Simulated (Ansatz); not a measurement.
Molecule: WCl, charge 0, multiplicity 6. The spin state was set by rule; other spins were not relaxed. 
Structure (B3LYP-D3(BJ)/def2-TZVP (Ansatz, an electronic-structure program) minimum search):
SMILES: [Cl][W]
```xyz
2

W      0.0000     0.0000    -0.4289
Cl     0.0000     0.0000     1.8669
```
Charge 0, spin multiplicity 6.

Wanted: vertical electron affinity (to the quintet state of charge -1; a negative value means that the extra electron is unbound and the number depends on the basis; each state is the SCF solution reached for its spin; the UHF <S^2> is 6.57 for the quintet (pure: 6.00); for the quintet T1 is 0.079), in eV. Cores are frozen in the correlated levels unless marked. Open shells are spin-unrestricted. No spin-orbit coupling. The frozen core is the preceding noble-gas configuration, with the filled d and f shells of earlier blocks. Past Kr the def2 sets carry scalar-relativistic core potentials. Anions need diffuse functions: def2-D sets add few. CBS marks a two-point X^-3 extrapolation of the correlation energy; Hartree-Fock from the larger set.

```csv
level,program,vertical electron affinity (eV)
PBE/def2-TZVPD,Ansatz,1.07
B3LYP/def2-TZVPD,Ansatz,1.32
PBE0/def2-TZVPD,Ansatz,0.96
BHLYP/def2-TZVPD,Ansatz,1.12
CAM-B3LYP/def2-TZVPD,Ansatz,1.29
wB97M-V/def2-TZVPD,Ansatz,1.26
wB97X-V/def2-TZVPD,Ansatz,1.23
wB97X/def2-TZVPD,Ansatz,1.81
CCSD/def2-TZVPPD,Ansatz,1.06
CCSD/def2-QZVPPD,Ansatz,1.15
"CCSD/CBS(def2-TZVPPD,def2-QZVPPD)",Ansatz,1.15
CCSD(T)/def2-SVPD,Ansatz,1.07
CCSD(T)/def2-QZVPPD,Ansatz,1.27
"CCSD(T)/CBS(def2-TZVPPD,def2-QZVPPD)",Ansatz,1.28
```
